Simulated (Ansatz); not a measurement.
Geometry optimisation, Ansatz 0.2.0, RKS PBE/def2-SVP.

The input (input.yaml):

```yaml
crystal:
  periodic: [false, false, false]
  atoms:
    - { symbol: Sn, position_ang: [0.0, 0.0, 0.0] }
    - { symbol: H, position_ang: [0.0, 0.0, 2.09] }
    - { symbol: H, position_ang: [1.6408, 0.0, -0.5794] }
    - { symbol: H, position_ang: [-0.8195, 1.4198, -0.5794] }
    - { symbol: H, position_ang: [-0.8195, -1.4198, -0.5794] }
    - { symbol: Br, position_ang: [-2.7426, 0.0, 0.9113] }
    - { symbol: H, position_ang: [-1.0109, 0.0, 2.145] }
basis:
  gaussian: { orbitals: def2-SVP }
hamiltonian:
  xc: pbe
relax:
  f_tol: 0.15
  max_steps: 25
  restrain:
    - { distance: [0, 5], at: 3.79, k: 30.0 }
    - { distance: [6, 1], at: 1.86, k: 30.0 }
    - { distance: [0, 1], at: 1.74, k: 30.0 }
    - { distance: [6, 5], at: 1.55, k: 30.0 }
output:
  orbitals: {}
```

Run as:

```bash
$ ansatz run input.yaml --threads 1 --pin off --max-ram 2048MiB --backend cpu --events-out ev --progress --plain --runs-dir out
```

Task: Where does it end, and by what steps?

Result: The run converged. The restraints hold the end off the free minimum. After 7 steps the energy has fallen by 1.914 eV (the restraints' own energy left out); Br6 moved furthest, 0.87 Å. Parted: Sn1–Br6 (2.89 → 3.80 Å). Joined: Br6–H7 (2.13 → 1.51 Å).

```
step  energy less start (eV)  largest force component (eV/Å)  accepted
   0                  0.0000                           1.546       yes
   1                 -0.1317                           2.638       yes
   2                 -0.5337                           4.190       yes
   3                 -1.2334                           3.955       yes
   4                 -1.7625                           1.567       yes
   5                 -1.8530                           1.214       yes
   6                 -1.8957                           1.273       yes
   7                 -1.9144                           1.177       yes
```

```xyz
7
Properties=species:S:1:pos:R:3
Sn 0.207 0.000 -0.086
H 0.126 0.000 1.652
H 1.879 0.000 -0.523
H -0.559 1.423 -0.679
H -0.559 -1.423 -0.679
Br -3.154 0.000 1.676
H -1.691 0.000 2.046
```

Time of the run: 24 s on 1 thread of Arm Neoverse V2, with other jobs on the host, peak memory 0.15 GiB.
